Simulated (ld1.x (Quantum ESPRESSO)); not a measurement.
# iodine: excitation energies, all-electron against TM

```json
{
 "Element": "iodine (I)",
 "Generator": "ld1.x (Quantum ESPRESSO) 7.5",
 "Type": "norm-conserving Troullier–Martins (Kleinman–Bylander form)",
 "Functional": "PBEsol",
 "Relativity": "fully relativistic",
 "Frozen core": "[Kr]",
 "Valence charge": "17",
 "Reference configuration": "4d10 5s2 5p5",
 "Partial waves": "5p (bound): rc 1.70 bohr; 4d (bound): rc 1.45 bohr; 5s (bound): rc 1.85 bohr",
 "Local potential": "the s channel",
 "Core correction": "Bessel-smoothed model core inside 0.65 bohr"
}
```

Open shells are filled in proportion to 2j + 1 (rel_dist='average').

Energies are relative to the spin-unpolarised reference configuration 4d10 5s2 5p5; without spin polarisation the order of configurations can differ from experiment.

| valence configuration | charge | ΔE all-electron (eV) | error AE − PS (meV) |
| --- | --- | --- | --- |
| 4d10 5s2 5p3 | +2 | 31.090 | +12 |
| 4d10 5s2 5p2 | +3 | 60.510 | +28 |
| 4d10 5s2 5p4.5 | +0.5 | 4.553 | +0.6 |
| 4d10 5s2 5p1 | +4 | 100.046 | +49 |
| 4d10 5s1 5p5 | +1 | 22.140 | +5.2 |

**Question.** What are ΔE and the potential's error for 4d10 5s2 5p4?

**Answer.** ΔE = 11.177 eV all-electron; the error (AE − PS) is +2.4 meV.

**Question.** What are ΔE and the potential's error for 4d9 5s2 5p5?

**Answer.** ΔE = 58.133 eV all-electron; the error (AE − PS) is -390 meV.

Levels in the configuration 4d9 5s2 5p5:

```json
{"level": "4d j=3/2", "all-electron (eV)": "-67.530", "pseudo (eV)": "-68.295"}
{"level": "4d j=5/2", "all-electron (eV)": "-65.740", "pseudo (eV)": "-66.490"}
{"level": "5s j=1/2", "all-electron (eV)": "-28.434", "pseudo (eV)": "-28.360"}
{"level": "5p j=1/2", "all-electron (eV)": "-17.699", "pseudo (eV)": "-17.616"}
{"level": "5p j=3/2", "all-electron (eV)": "-16.394", "pseudo (eV)": "-16.322"}
```
